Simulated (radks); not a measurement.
Values are calculated unless marked as measured or tabulated.
Ionisation of neutral molybdenum, [Kr] 4d5 5s1, to Mo+, [Kr] 4d5, under several functionals. Dirac Kohn-Sham, spin-unpolarised, spherical densities, finite nucleus; open shells are shared between the two j in proportion to 2j + 1; a radial shooting solver on a logarithmic mesh with Libxc functionals. The NIST Atomic Spectra Database gives 7.092 eV (measured). Rank these functionals by the error of their Delta-SCF ionisation energy: exchange-only B88; HCTH/407; BP86; OLYP; LDA (Slater exchange, Perdew-Wang correlation); exchange-only LDA; XLYP; PBEsol.

Answer. From best to worst: BP86 7.081 eV (-0.011); LDA (Slater exchange, Perdew-Wang correlation) 7.178 eV (+0.086); XLYP 6.966 eV (-0.127); PBEsol 6.906 eV (-0.187); HCTH/407 6.849 eV (-0.244); OLYP 6.499 eV (-0.594); exchange-only B88 6.347 eV (-0.745); exchange-only LDA 6.293 eV (-0.799). Spin polarisation and multiplet splitting are left out, so open shells lie too high by an amount that depends on their filling. Sharing an open shell by 2j + 1 raises it above the true ground level by a part of the spin-orbit splitting, which enters the differences from NIST.

Beside tabulated values, note that spin-unpolarised runs miss the spin-polarisation part of the exchange energy of open shells.
